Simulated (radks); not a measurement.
Question: The mean radii <r> (bohr) of the occupied orbitals of an atom or ion are listed with their occupations. Calculated with a radial shooting solver on a logarithmic mesh with Libxc functionals: scalar-relativistic Kohn-Sham, PBE, spin-polarised, spherical densities, finite nucleus; Fermi nuclear charge, rms radius of each element as measured or else 0.836 A^(1/3) + 0.57 fm.

| orbital | occ. | <r> |
|---|---|---|
| 1s up | 1 | 0.02001 |
| 1s down | 1 | 0.02001 |
| 2s up | 1 | 0.08488 |
| 2s down | 1 | 0.08488 |
| 2p up | 3 | 0.07541 |
| 2p down | 3 | 0.07541 |
| 3s up | 1 | 0.2210 |
| 3s down | 1 | 0.2209 |
| 3p up | 3 | 0.2203 |
| 3p down | 3 | 0.2202 |
| 3d up | 5 | 0.1999 |
| 3d down | 5 | 0.1998 |
| 4s up | 1 | 0.4969 |
| 4s down | 1 | 0.4970 |
| 4p up | 3 | 0.5268 |
| 4p down | 3 | 0.5267 |
| 4d up | 5 | 0.5668 |
| 4d down | 5 | 0.5664 |
| 5s up | 1 | 1.126 |
| 5s down | 1 | 1.129 |
| 5p up | 2 | 1.252 |
| 4f up | 7 | 0.6774 |
| 4f down | 4 | 0.6759 |

Name the element and its charge. Open shells, if any, are filled with parallel spins first.

Answer: Z = 69, thulium, charge +8: Tm8+ in [Kr] 4d10 4f11 5s2 5p2. The 1s radius gives Z: for a bare nucleus <r> = (2 gamma + 1)/(2Z) with gamma = sqrt(1 - (Z/c)^2), 0.01977 bohr for Z = 69, and screening makes it slightly larger (0.02001 here). The occupations add up to 61, and the charge is Z minus that.
